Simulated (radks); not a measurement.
Results of a calculation; reference values are marked as such.
Q: Ionisation of neutral aluminium, [Ne] 3s2 3p1, to Al+, [Ne] 3s2, under several functionals. Non-relativistic Kohn-Sham, spin-polarised, spherical densities, point nucleus; open shells are filled with parallel spins first; a radial shooting solver on a logarithmic mesh with Libxc functionals. Known Delta-SCF values: HCTH/407 6.050 eV. What does LDA (Slater exchange, VWN5 correlation) give, and what is its highest occupied eigenvalue?

A: 6.002 eV by Delta-SCF; the 3p eigenvalue is -3.027 eV. NIST: 5.986 eV (measured).
